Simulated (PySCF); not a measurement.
Compound: C₅H₇PSi.
Z-matrix (Å and degrees, GFN2-xTB geometry), rows numbered from 1:
```
Si
C   1  1.8870
C   2  1.3930  1  120.70
C   3  1.3774  2  124.82  1  -179.96
P   4  1.7342  3  125.42  2     0.07
C   5  1.7353  4   99.48  3    -0.12
C   6  1.3766  5  125.38  4     0.07
H   1  1.4656  2  109.19  3  -116.84
H   1  1.4634  2  108.65  3     3.45
H   1  1.4654  2  108.99  3   123.68
H   3  1.0839  2  117.52  1     0.03
H   4  1.0839  3  118.25  2   180.00
H   6  1.0840  5  116.30  4  -179.96
H   7  1.0843  2  117.41  1    -0.05
```

Definitions: NICS(0) = −σiso at the ring centroid; NICS(1) = −σiso and NICS(1)zz = −σzz at ±1 Å along the ring normal z. Level: GIAO PBE0/pcSseg-1 (PySCF, non-relativistic, gas phase) on the GFN2-xTB geometry, one conformer.

Ring bond lengths (Å), with Mayer bond orders in brackets: C2–C3 1.393 (1.43), C3–C4 1.377 (1.47), C4–P5 1.734 (1.32), P5–C6 1.735 (1.30), C6–C7 1.377 (1.49), C7–C2 1.394 (1.41).

Q: What do the NICS probes read (ppm)?

A: 
```csv
ring,type,NICS(0),"NICS(1), two faces","NICS(1)zz, two faces",rms pucker (Å),"centre to ring atoms, mean (Å)"
C2–C3–C4–P5–C6–C7,6-membered ring with P; formal bonds all aromatic,-6.7,-10.5 / -10.5,-26.6 / -26.5,0.00,1.49
```

Q: What can be read from them?

A: 
- C2–C3–C4–P5–C6–C7: mean NICS(1)zz -26.5 ppm, shielded.

Q: What does the geometric index give? HOMA = 1 − mean of α(R − Ropt)² over the ring bonds, with Krygowski's 1993 parameters (CC: Ropt 1.388 Å, α 257.7 Å⁻²; CP: Ropt 1.698 Å, α 118.91 Å⁻²).

A: 
- C2–C3–C4–P5–C6–C7: HOMA 0.93; the largest term is that of P5–C6, α(R − Ropt)² = 0.17.

Q: How shielded are the nuclei of the rings and their hydrogens (means over atoms taken as equivalent)?

A: 
```tsv
atoms	environment	σ isotropic (ppm)	principal values of the symmetric part, first atom (ppm)
C2	substituted aromatic carbon	50.5	-42.3, 1.2, 192.8
C3 (×2)	aromatic CH carbon	42.0	-77.6, 31.5, 172.0
C4 (×2)	aromatic CH carbon	22.7	-148.6, 32.2, 182.7
P5	phosphorus bonded to 2 C	78.8	-229.6, -71.2, 537.4
H11 (×2)	aromatic hydrogen	23.33	18.6, 22.8, 28.6
H12 (×2)	aromatic hydrogen	22.45	19.5, 20.7, 27.2
```

Time: 21 s of wall time. Hardware: Arm Neoverse V1, one thread, shared host. This is the whole shielding run at PBE0/pcSseg-1, SCF included.
